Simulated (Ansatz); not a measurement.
The cluster Ag₂Au₂, relaxed as a singlet with RKS PBE0-D4/def2-SVP in Ansatz, starting from the GFN1-xTB geometry. Force threshold 0.02 eV/Å.

In the def2 sets Ag, Au take a core potential; there is no spin–orbit coupling. The structure comes from a short search, and lower isomers may exist.

Start:

```csv
atom,x (Å),y (Å),z (Å)
Au1,1.498,-1.076,1.430
Au2,-1.498,1.078,-1.428
Ag3,1.032,0.711,-0.545
Ag4,-1.032,-0.714,0.543
```

Task: Estimate the energy that the relaxation releases and the steps that it takes.

Result: 0.1 kcal/mol, in 3 steps; 8.5 s on 4 threads of Arm Neoverse V2 on a shared host. No frequencies were taken in this run, so the end may be a saddle point.

Task: Does the start keep its bonding and symmetry?

Result: By distances, no bond broke or formed. The bond that changes most is Ag3–Ag4, from 2.73 to 2.69 Å (atoms count from 1). Point group D2h at the start, D2h at the end, both within 0.05 Å.

Task: Predict the relaxed structure.

Result: 
Cartesian coordinates in Å:
```
Au 1.510 -1.085 1.441
Au -1.510 1.086 -1.440
Ag 1.016 0.701 -0.536
Ag -1.016 -0.702 0.535
```
Bond lengths (bridged metal pairs left out): 4 × Ag–Au 2.71 Å; 1 × Ag–Ag 2.69 Å.
